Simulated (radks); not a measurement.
Results of a calculation; reference values are marked as such.
Question: These are the eigenvalues of the occupied orbitals of an atom or ion with whole-number occupations (hartree). Code: a radial shooting solver on a logarithmic mesh with Libxc functionals. Model: non-relativistic Kohn-Sham, TPSS, spin-polarised, spherical densities, point nucleus; meta-GGA in the generalised Kohn-Sham scheme.

orbital  eigenvalue
1s down   -1320.305
1s up     -1320.304
2s up     -213.2404
2s down   -213.1447
2p up     -201.8059
2p down   -201.7344
3s up     -54.12699
3s down   -54.09574
3p up     -49.25123
3p down   -49.20644
3d up     -40.25698
3d down   -40.17026
4s up     -19.08171
4s down   -18.76649
4p up     -17.22266
4p down   -16.90922
4d up     -13.96044

Which element is it, and in what charge state? The configuration may be excited. Open shells, if any, are filled with parallel spins first.

Answer: Z = 56, barium, charge +15: Ba15+ in [Kr] 4d5. The list shows which subshells hold electrons but not how many an open one holds; the 1s level, -1320.3 hartree, gives Z - s = 51.4 by -(Z - s)^2/2, which with screening narrows Z to a few neighbours, and the depths of the outer levels then fix element, charge and occupations together.
